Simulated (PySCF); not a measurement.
K₂: one state, many levels of theory

State: ¹Σg⁺ (singlet), closed shell. Set-up: K pcseg-1; no relativity (PySCF 2.14). De refers to K + K in their ground configurations, without counterpoise correction.

```tsv
Level	Re (Å)	ωe (cm⁻¹)	De (eV)
RHF-MP2	4.014	97.4	0.373
RHF-SCS-MP2	4.036	96.5	0.431
RHF-CCSD	4.053	94.9	0.493
RHF-CCSD(T)	4.054	93.5	0.54
PBE	4.005	89.9	0.59
PW91	3.998	90.4	0.61
r²SCAN	4.087	90.5	0.392
PBE0	4.018	92.7	0.51
B97-3	3.987	92.6	0.75
MN15	3.798	105	0.69
CAM-B3LYP	3.933	96.8	0.454
```

The bond length runs from 3.798 Å (MN15) to 4.087 Å (r²SCAN). De spans 0.37 eV (RHF-MP2, perturbation theory) to 0.75 eV (B97-3, global hybrid GGA).

Correlated steps freeze 10 core orbitals. Closed-shell solutions of metal pairs were not tested for spin polarisation, which can lower them a little. Correlated levels converge slowly with the basis: in double zeta they bind strong bonds too weakly, by up to about 1 eV, and carry superposition errors of some tenths. Where the molecule has an RHF reference, its open-shell atoms are computed with UHF.
